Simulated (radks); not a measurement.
Polarisability of the tin ion Sn5+, [Kr] 4d9, at imaginary frequency. Method: scalar-relativistic Kohn-Sham, LDA (Slater exchange, VWN5 correlation), spin-polarised, spherical densities, finite nucleus; open shells are filled with parallel spins first (spin-orbit coupling, left out, can overturn this in heavy ions); Fermi nuclear charge, rms radius 4.6519 fm; computed with a radial shooting solver on a logarithmic mesh with Libxc functionals. Response by self-consistent Sternheimer equations with the Hartree and adiabatic LDA kernel, the relativistic mass of each level held fixed and spin-orbit coupling left out.

w (hartree)  alpha1(iw) (bohr^3)
0.00266                    1.884
0.0143                     1.884
0.0360                     1.883
0.0697                     1.882
0.118                      1.878
0.186                      1.870
0.280                      1.852
0.413                      1.818
0.605                      1.750
0.892                      1.623
1.35                       1.400
2.12                       1.057
3.59                      0.6276
6.94                      0.2550
17.5                     0.06115

Static values: alpha1 = 1.884 bohr^3 (0.2791 angstrom^3; uncoupled 2.789). C6 = 6.553, triple-dipole C9 = 8.891 atomic units. One-pole (London) frequency 4 C6 / (3 alpha1^2) = 2.462 hartree, against 3.174 for minus the highest occupied eigenvalue.
